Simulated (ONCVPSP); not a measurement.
**Reading a pseudo-wave (Cu (Z = 29))**

Columns: radius, all-electron u(r) and pseudo u(r) of the 3p shell (level -71.75 eV) of copper in the configuration [Ne] 3s2 3p6 3d10 4s0.75 4p0.25; PW91, non-relativistic, ONCV scheme, ONCVPSP 4.0.1.

```json
{"r (bohr)": "0.068", "all-electron": "-0.4590", "pseudo": "0.0421"}
{"r (bohr)": "0.135", "all-electron": "-0.6461", "pseudo": "0.1589"}
{"r (bohr)": "0.202", "all-electron": "-0.3897", "pseudo": "0.3327"}
{"r (bohr)": "0.270", "all-electron": "0.0556", "pseudo": "0.5408"}
{"r (bohr)": "0.338", "all-electron": "0.4943", "pseudo": "0.7519"}
{"r (bohr)": "0.405", "all-electron": "0.8350", "pseudo": "0.9370"}
{"r (bohr)": "0.473", "all-electron": "1.0672", "pseudo": "1.0827"}
{"r (bohr)": "0.540", "all-electron": "1.1933", "pseudo": "1.1746"}
{"r (bohr)": "0.608", "all-electron": "1.2396", "pseudo": "1.2148"}
{"r (bohr)": "0.675", "all-electron": "1.2265", "pseudo": "1.2076"}
{"r (bohr)": "0.742", "all-electron": "1.1750", "pseudo": "1.1639"}
{"r (bohr)": "0.810", "all-electron": "1.0987", "pseudo": "1.0936"}
{"r (bohr)": "0.878", "all-electron": "1.0097", "pseudo": "1.0079"}
{"r (bohr)": "0.945", "all-electron": "0.9175", "pseudo": "0.9170"}
{"r (bohr)": "1.013", "all-electron": "0.8243", "pseudo": "0.8242"}
{"r (bohr)": "1.080", "all-electron": "0.7361", "pseudo": "0.7361"}
{"r (bohr)": "1.148", "all-electron": "0.6524", "pseudo": "0.6524"}
{"r (bohr)": "1.215", "all-electron": "0.5764", "pseudo": "0.5764"}
{"r (bohr)": "1.283", "all-electron": "0.5063", "pseudo": "0.5063"}
{"r (bohr)": "1.350", "all-electron": "0.4442", "pseudo": "0.4442"}
{"r (bohr)": "1.418", "all-electron": "0.3879", "pseudo": "0.3879"}
{"r (bohr)": "1.485", "all-electron": "0.3387", "pseudo": "0.3387"}
{"r (bohr)": "1.553", "all-electron": "0.2945", "pseudo": "0.2945"}
{"r (bohr)": "1.620", "all-electron": "0.2563", "pseudo": "0.2563"}
{"r (bohr)": "1.688", "all-electron": "0.2222", "pseudo": "0.2222"}
{"r (bohr)": "1.755", "all-electron": "0.1928", "pseudo": "0.1928"}
```

How many radial nodes do the two functions have?

The all-electron 3p function has n − l − 1 = 1; the pseudo-wave has 0, since the states of the same l below it are removed with the core.

At about which radius was the pseudo-wave matched?

1.10 bohr. The columns agree to 0.0005 from 0.94 bohr on; several derivatives are matched, so the curves merge somewhat inside the radius.

Where does each function peak?

Outermost all-electron maximum near 0.61 bohr, pseudo maximum near 0.61 bohr (to the table’s step).

Is the pseudo-wave norm-conserving?

Yes: the ONCV scheme keeps the norm inside the radius equal to the all-electron one, which fixes the energy derivative of the logarithmic derivative at the level.
